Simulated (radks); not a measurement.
Results of a calculation; reference values are marked as such.
All-electron atom: the calcium ion Ca17+ in 1s1.75 2s1 3d0.25 (fractional occupations, a model configuration). Level of theory: scalar-relativistic Kohn-Sham, AM05, spin-polarised, spherical densities, point nucleus; open shells are filled with parallel spins first (a radial shooting solver on a logarithmic mesh with Libxc functionals).

Local quantities along the radius. ELF = 1/(1 + alpha^2) is the electron localisation function; alpha = (tau - tau_W)/tau_unif compares the Pauli kinetic energy density with that of the uniform gas (summed over spins). tau is taken from the large components.

r (bohr)    ELF       alpha
0.005221  1.000  0.00001588
0.006479  1.000  0.00002402
0.007978  1.000  0.00003671
0.009901  1.000  0.00005869
0.01219   1.000  0.00009503
0.01513   1.000   0.0001623
0.01863   1.000   0.0002826
0.02293   1.000   0.0005144
0.02846   1.000    0.001014
0.03505   1.000    0.002082
0.04349   1.000    0.004785
0.05355   1.000     0.01180
0.06593   0.999     0.03290
0.08183   0.988      0.1116
0.1007    0.849      0.4220
0.125     0.251       1.727
0.154     0.060       3.950
0.1895    0.147       2.413
0.2352    0.704      0.6485
0.2896    0.888      0.3558
0.3595    0.744      0.5867
0.4426    0.318       1.463
0.5493    0.061       3.933
0.6763    0.016       7.905
0.8327    0.006       12.54
1.033     0.002       22.56
1.272     0.000       56.00
1.579     0.000       230.3

On this mesh the ELF has minima near r = 0.15 bohr, which separate the shells, and maxima near 0.29 (0.89).
